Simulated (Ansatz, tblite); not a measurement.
Removing and adding an electron: the cluster Ge₄H₅. The state is a doublet with charge 0. Geometry: r2SCAN-D4/def2-SVP. Ansatz, gas phase; energy differences of separate SCF runs; the oxidised species is a singlet (the triplet lies 0.46 eV higher at PBE0-D4/def2-TZVP); the reduced species is a singlet (the triplet lies 0.91 eV higher at PBE0-D4/def2-TZVPD).

Cartesian coordinates in Å:
```
Ge 1.321 0.736 -0.458
Ge 1.444 -0.762 1.475
Ge -0.967 -0.486 1.151
Ge -0.861 -0.023 -1.241
H -0.764 -1.307 -2.078
H 1.944 -2.186 1.105
H 1.008 2.137 0.160
H -1.280 0.916 1.769
H -1.844 0.974 -1.882
```

The xTB rows come from tblite. The structure comes from a short search, and lower isomers may exist.

```
            level  −HOMO (eV)  vertical IE (eV)  −LUMO (eV)  vertical EA (eV)  HOMO–LUMO gap (eV)  IE − EA (eV)                       remarks
         GFN2-xTB           –             11.37           –              5.94                   –          5.43                             –
 PBE-D4/def2-TZVP        5.18              7.61        4.28                 –                0.90             –                             –
PBE-D4/def2-TZVPD        5.19                 –        4.29              2.08                0.90             –  HOMO above zero (-1 singlet)
```

Estimate the rows for GFN1-xTB, PBE0-D4/def2-TZVP, PBE0-D4/def2-TZVPD.


| level | −HOMO (eV) | vertical IE (eV) | −LUMO (eV) | vertical EA (eV) | HOMO–LUMO gap (eV) | IE − EA (eV) |
| --- | --- | --- | --- | --- | --- | --- |
| GFN1-xTB | – | 12.08 | – | – | – | – |
| PBE0-D4/def2-TZVP | 6.11 | 7.80 | 3.50 | – | 2.62 | – |
| PBE0-D4/def2-TZVPD | 6.11 | – | 3.50 | 2.06 | 2.60 | – |

Relaxing the reduced species (r2SCAN-D4/def2-SVPD) changes its energy by -0.62 eV at PBE-D4/def2-TZVPD, so the adiabatic electron affinity to this nearest minimum is 2.70 eV. On the way Ge1–Ge3 forms. At PBE0-D4/def2-TZVPD it is 2.68 eV.     A HOMO above zero means that the electron is unbound at that level or that self-interaction error raises the level; the energy of removing that electron tells which. HOMO and LUMO are the levels of the spin that leaves or enters (xTB has no such levels and no spin-polarisation term). Other spin states of the ions may lie lower, which would lower the ionisation energy or raise the affinity. Raw xTB energy differences between charge states are shifted by several eV; the methods need an empirical correction for them.
